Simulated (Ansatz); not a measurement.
Cartesian coordinates in Å:
```
C -1.9896 -2.2598 0.4597
N -1.6707 -0.9613 -0.1000
Zr 0.2071 -0.2063 -0.1000
Cl 1.8152 -1.8168 -0.8830
N 0.6068 0.3956 1.7907
C 1.9316 0.8042 2.2139
N 0.1801 1.4529 -1.2587
C 0.1220 1.3901 -2.7056
H -2.3539 -2.9658 -0.2960
H -1.0940 -2.7110 0.9020
H -2.7402 -2.1972 1.2569
H -2.4737 -0.5292 -0.5360
H -0.0501 0.3859 2.5588
H 2.6234 0.7834 1.3639
H 1.9456 1.8272 2.6093
H 2.3540 0.1389 2.9761
H 0.2722 2.4021 -0.9239
H 1.0181 1.8058 -3.1814
H 0.0487 0.3476 -3.0361
H -0.7525 1.9137 -3.1106
```

Total charge 0; spin multiplicity 1. Zr: def2 effective core potential.

**Question.** List the ωB97M-V/def2-TZVPP orbital energies in eV (Ansatz 0.2.0). (Estimate.)

**Answer.** The calculation gave: Occupied: -2770.69, -393.90, -393.90, -393.90, -282.05, -282.05, -282.05, -261.10, -198.51, -198.48, -198.48, -61.09, -37.48, -37.48, -37.41, -26.67, -26.48, -26.48, -24.04, -20.90, -20.90, -20.87, -15.81, -15.75, -15.75, -14.45, -14.45, -14.39, -14.02, -13.91, -13.91, -11.88, -11.88, -11.71, -11.48, -10.80, -10.80, -9.19, -9.18, -9.03. Lowest empty: 1.00, 1.32, 1.32, 1.65, 2.00, 2.00, 2.71, 2.83.
